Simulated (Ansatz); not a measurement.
One geometry of Rb4Br3, several levels of theory.

```yaml
crystal:
  periodic: [false, false, false]
  atoms:
    - {symbol: Rb, position_ang: [-1.780613, 0.566343, -2.408693]}
    - {symbol: Rb, position_ang: [2.788697, 0.477899, -1.136142]}
    - {symbol: Rb, position_ang: [-0.541044, 1.201227, 2.027821]}
    - {symbol: Rb, position_ang: [-0.109468, -3.039468, 0.173190]}
    - {symbol: Br, position_ang: [-2.617136, -0.879727, 0.463816]}
    - {symbol: Br, position_ang: [1.967369, -0.973338, 1.736173]}
    - {symbol: Br, position_ang: [0.292195, 2.647055, -0.856154]}
basis:
  gaussian: {orbitals: def2-SVP, initial_orbitals: start.molden}
magnetization: {spin_polarized: true, initial_magnetization: 1}
hamiltonian: {xc: pbe0, dispersion: d4}
scf: {omitted_lower_state_checks: [starts]}
output: {orbitals: {seedname: orbitals}}
```

The file start.molden holds the orbitals of an earlier run on this structure, at another level or in another basis.

```sh
$ ansatz run in.yaml --threads 4 --pin off --events-out ev --progress --plain --max-ram 4787MiB
```

Shortened log:

```
Functional definition: PBE0
1834 factors; integrals over basis functions are off by at most 2.4e-4 eV
mean field evaluation 1: about -212722.0113 eV, gradient 5.6e0 eV
mean field evaluation 2: about -212722.0675 eV, gradient 9.7e-2 eV
mean field evaluation 4: about -212722.1763 eV, gradient 3.3e-3 eV
mean field evaluation 8: about -212722.1764 eV, gradient 8.2e-6 eV
mean field -212722.17639657 eV, -7817.3957943041 hartree, gradient 3.1e-5 eV, S^2 0.750104; 0 other end points of the search recorded, 0 dependent functions left out
reference -212722.17645678 eV, -7817.3957965166 hartree; 71, 70 occupied and 121, 122 virtual orbitals, 1834 factors
Total energy: -212722.43141403 eV, -7817.4051660229 hartree
Checks for a lower state left out: starts
```

It took 21 s on 4 threads of Arm Neoverse V2 on a shared host, peak host memory 1.1 GiB.

First input, but with `gaussian: {orbitals: def2-TZVP, initial_orbitals: start.molden}`, `hamiltonian: {xc: pbe}`, `correlation: {method: rpa}` and without the key `output` (abridged; 40 s):

```
Functional definition: PBE
mean field -212739.93255544 eV, -7818.0483211071 hartree, gradient 1.1e-6 eV, S^2 0.750104
27 core orbitals not correlated: weight in the atoms' cores, before any rotation towards them, 1.000 or more for the frozen orbitals, at most 0.000 for the correlated occupied ones
Total energy: -212643.75571885 eV, -7814.5138875533 hartree
Checks for a lower state left out: starts
```

The first input with `gaussian: {orbitals: def2-TZVP, initial_orbitals: start.molden}`, `hamiltonian: {xc: pbe, dispersion: d4}`, `output: {forces: true, orbitals: {seedname: orbitals}}` (abridged; 22 s):

```
Functional definition: PBE
mean field -212739.93256809 eV, -7818.0483215717 hartree, gradient 3.0e-5 eV, S^2 0.750104
Total energy: -212740.21590954 eV, -7818.0587341781 hartree
Atom 0 force     0.012037    -0.011048    -0.001220 eV/Å
Atom 1 force    -0.007480    -0.012377    -0.009336 eV/Å
Atom 2 force     0.001954     0.000908     0.001157 eV/Å
Atom 3 force     0.002855     0.004822    -0.015060 eV/Å
Atom 4 force    -0.040915    -0.013450     0.006143 eV/Å
Atom 5 force     0.030036    -0.012393     0.029492 eV/Å
Atom 6 force     0.001513     0.043538    -0.011176 eV/Å
Dipole moment:     0.033803    -0.068143    -0.119923 e Å
Checks for a lower state left out: starts
```

As the first input, with `gaussian: {orbitals: def2-TZVP, initial_orbitals: start.molden}`, `correlation: {method: mp2}` and without the key `hamiltonian` (abridged; 27 s):

```
Functional definition: HF
mean field -212598.78322596 eV, -7812.8611789230 hartree, gradient 2.3e-6 eV, S^2 0.750207
27 core orbitals not correlated: weight in the atoms' cores, before any rotation towards them, 1.000 or more for the frozen orbitals, at most 0.000 for the correlated occupied ones
second order -30.82241090 eV of doubles, -0.00000000 eV of singles
Total energy: -212629.60563686 eV, -7813.9938816314 hartree
Checks for a lower state left out: starts
```

As the first input, with `gaussian: {orbitals: STO-3G}`, `hamiltonian: {xc: hf}` (abridged; 8 s):

```
Functional definition: HF
mean field -524226.46630883 eV, -19264.9673033883 hartree, gradient 1.6e-5 eV, S^2 0.751986
Total energy: -524226.46630883 eV, -19264.9673033883 hartree
Checks for a lower state left out: starts
```

The first input with `gaussian: {orbitals: def2-TZVP, initial_orbitals: start.molden}`, `hamiltonian: {xc: {name: BHLYP}, dispersion: d4}` (abridged; 30 s):

```
Functional definition: BHLYP
mean field -212766.62403285 eV, -7819.0292148098 hartree, gradient 2.5e-5 eV, S^2 0.750135
Total energy: -212767.26875135 eV, -7819.0529077774 hartree
Checks for a lower state left out: starts
```

The first input with `hamiltonian: {xc: pbe, dispersion: d4}` (abridged; 11 s):

```
Functional definition: PBE
mean field -212714.58686253 eV, -7817.1168840724 hartree, gradient 1.9e-5 eV, S^2 0.750092
Total energy: -212714.87018940 eV, -7817.1272961430 hartree
Checks for a lower state left out: starts
```

Geometry: PBE-D4/def2-SVP.

In the def2 sets Rb takes a core potential, while STO-3G treats all electrons; there is no spin–orbit coupling. Correlated methods freeze 27 core orbitals; core or outer-core shells of Rb, Br are correlated, in sets that lack core-valence functions. At HF/STO-3G the highest occupied level of the charge 0 doublet lies above zero (up to 3.55 eV). In Hartree–Fock with STO-3G the lack of diffuse functions raises the level. The structure comes from a short search, and lower isomers may exist.
